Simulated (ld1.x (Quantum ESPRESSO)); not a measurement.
# What one change does to a pseudopotential (hafnium (Hf), RRKJ)

Hf, norm-conserving RRKJ (Kleinman–Bylander form), made with ld1.x (Quantum ESPRESSO) 7.5 (PBE, fully relativistic). Core [Kr] 4d10 4f14, reference 5s2 5p6 5d2 6s0 6p0 (charge +2). Waves: 5p (bound): rc 2.30 bohr; 5d (bound): rc 1.75 bohr; 5s (bound): rc 1.80 bohr. Local part: the s channel. Core correction: none. rho0 = 0.001.

Open shells are filled in proportion to 2j + 1 (rel_dist='average').

Change: wave 5s (bound): rc 1.80 bohr becomes 5s (bound): rc 2.46 bohr.

Cutoffs: the cutoffs (Ry, on a coarse ladder) from which the occupation-weighted sum of valence levels, in a spherical-Bessel basis at the reference potential, stays within 10 and 1 mRy of its value at 400 Ry; they do not see the model core or the augmentation charge, which bear on the density cutoff. Errors are all-electron minus pseudo energies relative to the spin-unpolarised reference configuration.

What does the change do?

The potential gets softer (45 Ry and 60 Ry → 25 Ry and 50 Ry); a bound ghost appears in s, which as a rule spoils a file; the number of tests that count goes from 7 to 6; of the 6 tests that both files solve, the error grows in 5 and shrinks in 1 by more than 15 % and 0.3 meV (median size 1471.7 → 4535.8 meV). A larger radius leaves more room for a smooth pseudo-wave, so fewer plane waves are needed.

| quantity | base | changed |
| --- | --- | --- |
| cutoff, loose | 45 Ry | 25 Ry |
| cutoff, tight | 60 Ry | 50 Ry |
| loose cutoff by channel (10 mRy a level) | p 21 Ry, d 21 Ry, s 25 Ry | p 21 Ry, d 21 Ry, s 10 Ry |
| bound ghosts | none | s (extra level of the local part) |
| tests counted (converged, no solver errors) | 7 of 7 | 6 of 7 |
| error for 5s2 5p6 5d2 6s2 6p0, meV [ΔE -22.16 eV] | +2700 | +8313 |
| error for 5s2 5p6 5d2 6s1 6p0, meV [ΔE -14.18 eV] | +1673 | +4980 |
| error for 5s2 5p6 5d1 6s0 6p0, meV [ΔE 21.78 eV] | -5.0 | -4.0 |
| error for 5s2 5p6 5d2 6s0 6p2, meV [ΔE -14.36 eV] | +385 | +732 |
| error for 5s2 5p6 5d2 6s1.5 6p0, meV [ΔE -18.90 eV] | +2247 | +6797 |
| error for 5s2 5p6 5d3 6s1 6p0, meV [ΔE -19.57 eV] | +1270 | +4091 |

Base: These tests converged, but a pseudo level misses the all-electron one widely, so the file describes the atom poorly there or has found another state: 5s2 5p6 5d1 6s0 6p0: empty 6s by 2.8 eV; 5s2 5p6 5d3 6s1 6p0: 6s by 1.1 eV. Changed file: Tests not counted: 5s2 5p6 5d2 6s1 6p1 (solver errors, printed error +1.7 eV). These tests converged, but a pseudo level misses the all-electron one widely, so the file describes the atom poorly there or has found another state: 5s2 5p6 5d2 6s2 6p0: 5p by 3.1 eV (a node warning on the way); 5s2 5p6 5d2 6s1 6p0: 6s by 4.0 eV; 5s2 5p6 5d1 6s0 6p0: empty 6s by 7.5 eV; 5s2 5p6 5d2 6s0 6p2: empty 6s by 2.0 eV; 5s2 5p6 5d2 6s1.5 6p0: 6s by 3.3 eV; 5s2 5p6 5d3 6s1 6p0: 6s by 3.5 eV. A true bound ghost makes a file unfit for plane-wave use even where its test errors are small: the radial tests pick states by their node count and pass the ghost by. Where a test does run into it, the solver fails or the error is huge.
